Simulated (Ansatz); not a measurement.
Isolated molecules relaxed with PBE0-D4/def2-TZVP in Ansatz; ΔE leaves out vibrations. CCSD(T)/CBS is the MP2 limit (def2-TZVPP, def2-QZVPP) plus CCSD(T) − MP2 in def2-TZVPP, frozen cores. This one scheme is used for every species. Functionals use def2-TZVPP. B3LYP here is the variant with VWN-RPA as its local correlation; programs differ in this. HSE06 is defined as in plane-wave codes. Elements past krypton have def2 core potentials. For I outer-core shells are correlated without core-valence functions, which leaves a few kJ/mol of doubt a bond. One conformer a species, not always the lowest.

Consider the cleavage of the B–Si bond: `FB(F)[Si](Cl)(Cl)Cl` + HI → `FB(F)I` + `Cl[SiH](Cl)Cl`.

```tsv
level	ΔE (kcal/mol)	difference from CCSD(T)/CBS
r2SCAN0-D4	-17.9	-0.1
ωB97M-V	-17.4	0.4
PBE	-16.2	1.6
revPBE	-16.4	1.4
r2SCAN	-17.8	0.0
PBE0	-17.1	0.7
B3LYP	-17.1	0.7
r2SCAN0	-18.3	-0.5
HSE06	-17.1	0.7
CCSD/def2-SVP	-16.9	0.9
CCSD(T)/def2-SVP	-16.8	1.0
MP2/def2-TZVPP	-19.7	-1.9
SCS-MP2/def2-TZVPP	-18.9	-1.1
CCSD(T)/def2-TZVPP	-17.1	0.7
MP2/def2-QZVPP	-20.1	-2.3
MP2/CBS(def2)	-20.3	-2.5
CCSD(T)/CBS	-17.8	0
```

Largest T1 diagnostic among the species: 0.012.

From PBE to PBE0 (25 % exact exchange), in def2-TZVPP and without D4, ΔE moves by −0.9 kcal/mol. The D4 term adds +1.3 kcal/mol with B3LYP and +0.8 kcal/mol with PBE0; it sums over pairs of atoms, weighted by their polarisabilities, and B3LYP, whose exchange is more repulsive, gets the larger term.
